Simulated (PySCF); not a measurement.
SiH2Cl2, SMILES Cl[SiH2]Cl.

Geometry optimised at B3LYP-D3(BJ)/def2-TZVP. The isomer is the one that the SMILES or the coordinates give; other isomers of the formula were not compared.

Computed with PySCF with TDA-PBE/def2-SVPD.

Vertical excitations. The molecule is in vacuum. State labels are in the subgroup C2v.

Problem. Estimate the UV-visible absorptions. (The exact figures need the calculation; the answer reports its results.)

Solution. 
| state | symmetry | energy (eV) | λ (nm) | f | main pairs |
|---|---|---|---|---|---|
| S1 | B2 | 6.73 | 184 | 0.010 | HOMO→LUMO 99 % |
| S2 | A2 | 6.95 | 178 | 0.000 | HOMO→LUMO+1 98 % |
| S3 | B1 | 7.26 | 171 | 0.034 | HOMO−1→LUMO 89 % |
| S4 | A2 | 7.29 | 170 | 0.000 | HOMO−2→LUMO 98 % |
| S5 | A1 | 7.30 | 170 | 0.013 | HOMO−1→LUMO+1 92 % |
| S6 | B2 | 7.47 | 166 | 0.009 | HOMO−2→LUMO+1 90 % |
| S7 | A1 | 7.53 | 165 | 0.027 | HOMO−3→LUMO 92 % |
| S8 | B2 | 7.63 | 162 | 0.014 | HOMO→LUMO+2 87 % |
| S9 | B1 | 7.78 | 159 | 0.002 | HOMO−1→LUMO+2 67 %, HOMO−3→LUMO+1 29 % |
| S10 | B1 | 7.90 | 157 | 0.084 | HOMO−3→LUMO+1 55 %, HOMO−1→LUMO+2 33 % |
| T1 | B2 | 6.43 | 193 | 0 | HOMO→LUMO 99 % |
| T2 | A2 | 6.64 | 187 | 0 | HOMO→LUMO+1 98 % |
| T3 | B1 | 6.70 | 185 | 0 | HOMO−1→LUMO 99 % |
| T4 | A1 | 6.98 | 178 | 0 | HOMO−1→LUMO+1 99 % |
Triplets are in the Tamm–Dancoff approximation.
